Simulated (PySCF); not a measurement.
**Bond curve of CsCa**

Set-up: Cs def2-SVPD with ECP46, Ca def2-SVPD; scalar-relativistic core potentials (PySCF 2.14). Energies in eV from Cs + Ca in their ground configurations at the same level. State: ²Σ⁺ (doublet), unpaired electrons σ ↑.

```tsv
R (Å)	ROHF-MP2	PBE	PBE0	PW91
4.058	0.0614	-0.1372	-0.0936	-0.1600
4.246	-0.0086	-0.1939	-0.1553	-0.2145
4.435	-0.0513	-0.2229	-0.1880	-0.2414
4.577	-0.0707	-0.2315	-0.1988	-0.2486
4.718	-0.0825	-0.2321	-0.2012	-0.2479
4.859	-0.0887	-0.2269	-0.1976	-0.2415
5.048	-0.0912	-0.2138	-0.1863	-0.2270
5.284	-0.0887	-0.1918	-0.1664	-0.2034
5.567	-0.0816	-0.1621	-0.1393	-0.1721
```

Question: Put a parabola through the three lowest points of the ROHF-MP2 curve and estimate Re, k and ωe (reduced mass 30.72 u; 1 eV/Å² = 0.16022 mdyn/Å; ωe = 1302.8·√(k/μ) cm⁻¹).

Answer: Through R = 4.859, 5.048, 5.284 Å the second-order coefficient is 0.0560 eV/Å², so Re ≈ 5.072 Å, k ≈ 0.0180 mdyn/Å and ωe ≈ 32 cm⁻¹. A polynomial fit of higher order to the unrounded ROHF-MP2 energies gives Re = 5.052 Å, k = 0.0183 mdyn/Å, ωe = 31.8 cm⁻¹; anharmonicity and rounding make the difference.

The higher-order fit for each curve: ROHF-MP2: Re = 5.052 Å, ωe = 31.8 cm⁻¹, De = 0.091 eV; PBE: Re = 4.658 Å, ωe = 54.2 cm⁻¹, De = 0.233 eV; PBE0: Re = 4.696 Å, ωe = 53.0 cm⁻¹, De = 0.201 eV; PW91: Re = 4.631 Å, ωe = 55.5 cm⁻¹, De = 0.249 eV.

Correlated steps freeze 5 core orbitals. The bond is weak. Basis-set superposition, not corrected here, can be much of De in a small basis, most of all at correlated wavefunction levels. Functionals without a dispersion term scatter widely for such bonds, and LDA overbinds them. Spin–orbit coupling is left out. The state is the lowest determinant that a PBE0 search found; another state may lie lower at other levels.
